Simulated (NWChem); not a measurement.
CuF; SMILES [F][Cu]

```xyz
2

Cu     0.0000     0.0000    -0.4201
F      0.0000     0.0000     1.3226
```
Atoms are numbered in this order, from 1.

All runs: NWChem. Structure relaxed at the PBE-D3(BJ)/def2-SVP level. GIAO values for the isolated, static molecule; σ is the absolute isotropic shielding.

### Question
Estimate the computed values for B3LYP/pcSseg-2. Quantities: σ Cu1 (ppm); σ F2 (ppm).

### Answer
| Quantity | Value |
|---|---|
| σ Cu1 (ppm) | 700.6 |
| σ F2 (ppm) | 630.0 |
